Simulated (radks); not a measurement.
Q: These are the eigenvalues of the occupied orbitals of an atom or ion with whole-number occupations (eV). All-electron calculation, Dirac Kohn-Sham, LDA (Slater exchange, Perdew-Wang correlation), spin-unpolarised, spherical densities, point nucleus. Program: a radial shooting solver on a logarithmic mesh with Libxc functionals.

| orbital | eigenvalue |
|---|---|
| 1s1/2 | -75958.71 |
| 2s1/2 | -13278.79 |
| 2p1/2 | -12722.86 |
| 2p3/2 | -11096.82 |
| 3s1/2 | -3104.876 |
| 3p1/2 | -2855.506 |
| 3p3/2 | -2499.552 |
| 3d3/2 | -2082.138 |
| 3d5/2 | -2005.164 |
| 4s1/2 | -661.4034 |
| 4p1/2 | -556.2545 |
| 4p3/2 | -471.8173 |
| 4d3/2 | -299.2294 |
| 4d5/2 | -283.5574 |
| 5s1/2 | -97.7916 |
| 5p1/2 | -64.6498 |
| 4f5/2 | -63.7884 |
| 4f7/2 | -60.6653 |
| 5p3/2 | -50.9286 |
| 5d3/2 | -7.9687 |
| 5d5/2 | -6.7436 |
| 6s1/2 | -6.5469 |

Which element is it, and in what charge state? The configuration may be excited. Open shells, if any, fill j = l - 1/2 first.

A: Z = 77, iridium, charge 0: Ir in [Xe] 4f14 5d7 6s2. The list shows which subshells hold electrons but not how many an open one holds; the 1s level, -2791.4 hartree, gives Z - s = 74.7 by -(Z - s)^2/2, which with screening and relativity narrows Z to a few neighbours, and the depths of the outer levels then fix element, charge and occupations together.
